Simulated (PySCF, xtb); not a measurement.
Se(F)4 anion (F4Se), SMILES F[Se](F)(F)F (connectivity only; charge and spin as stated), charge -1, multiplicity 2.

The structure is a stationary point at B3LYP-D3(BJ)/def2-SVPD. The spin state was assumed, not searched. The isomer is the one that the SMILES or the coordinates give; other isomers of the formula were not compared.

Computed with IEF-PCM-M06-2X/def2-SVPD in PySCF.

The values are the electrostatic part of the solvation free energy, E(continuum) − E(gas) at the gas-phase geometry, in a cavity of scaled van der Waals radii (PySCF's table); cavitation and dispersion terms are not included.

Computed values in water (ε = 78.36), cyclohexanone (ε = 15.62), dichloromethane (ε = 8.93):
```csv
solvent,ε,ΔG(elec) (kcal/mol)
water,78.36,-58.0
cyclohexanone,15.62,-54.8
dichloromethane,8.93,-51.8
```

For comparison, GFN2-xTB/ALPB(water) (xtb, at the GFN2-xTB geometry, all terms of that model) gives -59.0 kcal/mol.
